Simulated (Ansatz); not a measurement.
`CC(N)N[SiH3]` + `C[CH2][GeH3]` → `C[CH]([SiH3])[GeH3]` + `CC(N)N`  (formal exchange of groups at the Si–N bond)

Program: Ansatz. Geometries: PBE0-D4/def2-TZVP. ΔE: electronic, gas phase. CBS: MP2 limit from def2 TZ/QZ plus the TZ coupled-cluster correction, frozen cores. DFT in def2-TZVPP. B3LYP here is the variant with VWN-RPA as its local correlation; programs differ in this. For Ge outer-core shells are correlated without core-valence functions, which leaves a few kJ/mol of doubt a bond. Scalar relativity is left out up to krypton. One conformer a species, not always the lowest.

```csv
level,ΔE (kJ/mol),difference from CCSD(T)/CBS
PBE-D4,42.9,-1.8
r2SCAN-D4,47.7,3.0
PBE0-D4,44.5,-0.2
B3LYP-D4,51.6,6.9
ωB97X-V,48.5,3.8
ωB97M-V,47.5,2.8
B2PLYP,52.3,7.6
PBE,44.8,0.1
r2SCAN,47.9,3.2
PBE0,46.0,1.3
B3LYP,54.9,10.2
HF/def2-TZVPP,61.0,16.3
MP2/def2-TZVPP,46.4,1.7
SCS-MP2/def2-TZVPP,49.5,4.8
CCSD/def2-TZVPP,48.2,3.5
CCSD(T)/def2-TZVPP,46.1,1.4
HF/def2-QZVPP,61.5,16.8
MP2/def2-QZVPP,45.8,1.1
SCS-MP2/def2-QZVPP,49.1,4.4
HF/CBS(def2),61.6,16.9
MP2/CBS(def2),45.0,0.3
CCSD/CBS(def2),46.8,2.1
CCSD(T)/CBS,44.7,0
```

Largest T1 diagnostic among the species: 0.011.

In def2-TZVPP, CCSD(T) changes the Hartree–Fock value by −14.9 kJ/mol (the triples alone add −2.1 kJ/mol) and MP2 by −14.6 kJ/mol. The D4 term adds −3.3 kJ/mol with B3LYP and −1.6 kJ/mol with PBE0; it sums over pairs of atoms, weighted by their polarisabilities, and B3LYP, whose exchange is more repulsive, gets the larger term.
